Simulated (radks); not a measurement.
Task: The mean radii <r> (bohr) of the occupied orbitals of an atom or ion are listed with their occupations. All-electron calculation, Dirac Kohn-Sham, relativistic LDA (MacDonald-Vosko exchange, VWN5 correlation), spin-unpolarised, spherical densities, finite nucleus; Fermi nuclear charge, rms radius of each element as measured or else 0.836 A^(1/3) + 0.57 fm. Program: a radial shooting solver on a logarithmic mesh with Libxc functionals.

orbital  occ.      <r>
1s1/2       2  0.03529
2s1/2       2   0.1538
2p1/2       2   0.1310
2p3/2       4   0.1356
3s1/2       2   0.4300
3p1/2       2   0.4241
3p3/2       4   0.4347
3d3/2       4   0.4132
3d5/2       6   0.4167
4s1/2       2    1.088
4p1/2       2    1.176
4p3/2       4    1.202
4d3/2       2    1.512

Name the element and its charge. Open shells, if any, fill j = l - 1/2 first.

Result: Z = 42, molybdenum, charge +4: Mo4+ in [Kr] 4d2. The 1s radius gives Z: for a bare nucleus <r> = (2 gamma + 1)/(2Z) with gamma = sqrt(1 - (Z/c)^2), 0.03457 bohr for Z = 42, and screening makes it slightly larger (0.03529 here). The occupations add up to 38, and the charge is Z minus that.
